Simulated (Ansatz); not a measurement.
ClF₂HMoO₂ (`[O]=[Mo]([OH])([F])([F])[Cl]`). Total charge 0; spin multiplicity 1. Mo takes the def2 core potential. The structure was optimised at the PBE0-D4/def2-TZVP level. It is one conformer, not always the lowest.

```xyz
7

O     0.119   -0.100    1.900
Mo   -0.198    0.140    0.307
O     0.961   -1.064   -0.482
F    -1.584   -0.965   -0.231
F    -1.531    1.416    0.323
Cl    1.140    1.847   -0.407
H     1.095   -1.274   -1.411
```

Question: What is the dipole moment at B3LYP/def2-TZVPP? (An estimate is asked.)

Answer: Computed: 2.81 D, with components (1.46, -1.30, -2.03) D in this frame, pointing from negative to positive charge.

Question: And with PBE, r2SCAN, ωB97M-V? (Estimate.)

Answer: Computed: PBE 2.73 D, r2SCAN 2.79 D, ωB97M-V 2.75 D.

Question: Give the Mulliken charges with B3LYP, PBE, ωB97M-V in def2-TZVPP. (Estimate.)

Answer: Ansatz gave: 
```csv
atom,B3LYP,PBE,ωB97M-V
O1,-0.42,-0.37,-0.39
Mo2,1.57,1.37,1.51
O3,-0.40,-0.36,-0.39
F4,-0.37,-0.32,-0.37
F5,-0.35,-0.30,-0.34
Cl6,-0.25,-0.24,-0.22
H7,0.22,0.22,0.21
```

B3LYP here is the variant with VWN-RPA as its local correlation; programs differ in this.
